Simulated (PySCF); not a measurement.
Compound: C6H6F4O.
SMILES with atom numbers: `[F:1][C:2]1=[CH:3][CH2:4][O:5][C@H:6]1[CH2:7][C:8]([F:9])([F:10])[F:11]`

Structure used (GFN2-xTB), in Å, numbered top down from 1:
```
atom  x, y, z in Å
F1    -1.091   -1.853   -1.638
C2    -1.196   -0.905   -0.705
C3    -2.115   -0.777    0.235
C4    -1.782    0.438    1.040
O5    -0.657    1.030    0.397
C6    -0.154    0.179   -0.608
C7     1.220   -0.420   -0.235
C8     2.276    0.659   -0.086
F9     2.087    1.442    0.977
F10    3.500    0.117    0.059
F11    2.345    1.460   -1.159
H12   -2.964   -1.402    0.430
H13   -2.596    1.171    1.052
H14   -1.530    0.184    2.079
H15   -0.050    0.748   -1.543
H16    1.155   -0.955    0.714
H17    1.547   -1.105   -1.020
```

Probes without a nucleus sit at each ring's centroid and 1 Å off its mean plane on both sides; NICS is minus the shielding there, NICSzz its component along the normal. Level: GIAO PBE0/pcSseg-1 (PySCF, non-relativistic, gas phase) on the GFN2-xTB geometry, one conformer.

Ring bond lengths (Å), with Mayer bond orders in brackets: C2–C3 1.321 (1.83), C3–C4 1.495 (1.03), C4–O5 1.425 (0.91), O5–C6 1.410 (0.94), C6–C2 1.507 (1.03).

Q: What do the NICS probes read (ppm)?

A: 
```tsv
ring	type	NICS(0)	NICS(1), two faces	NICS(1)zz, two faces	rms pucker (Å)	centre to ring atoms, mean (Å)
C2–C3–C4–O5–C6	5-membered ring with O; formal bonds 1 double, 4 single	-6.4	-2.5 / -2.4	-4.1 / -2.1	0.04	1.22
```

Q: What can be read from them?

A: 
- C2–C3–C4–O5–C6: mean NICS(1)zz -3.1 ppm, shielded. C4, C6 have four or more neighbours, and the NICS criterion for π rings isn't applied.

Q: What is the mean of the two in-plane components of NICS at the second NICS(1) probe listed for ring C2–C3–C4–O5–C6, 1 Å off the ring?

A: The isotropic value is a third of the trace: (3 × -2.4 − (-2.1))/2 = -2.5 ppm.

Q: How shielded are the nuclei of the rings and their hydrogens (means over atoms taken as equivalent)?

A: 
```
atoms                 environment  σ isotropic (ppm)
   C2          vinylic C–F carbon               16.8
   C3            alkene CH carbon               79.8
   C4  sp3 carbon bound to oxygen              111.3
   O5         cyclic ether oxygen              296.6
   C6  sp3 carbon bound to oxygen              106.9
  H12            vinylic hydrogen              26.44
  H13          methylene hydrogen              26.68
  H14          methylene hydrogen              26.65
  H15            methine hydrogen              26.49
```

Time: 50 s of wall time. Hardware: an x86-64 server with one thread, no GPU, on a shared host. This is the whole shielding run at PBE0/pcSseg-1, SCF included.
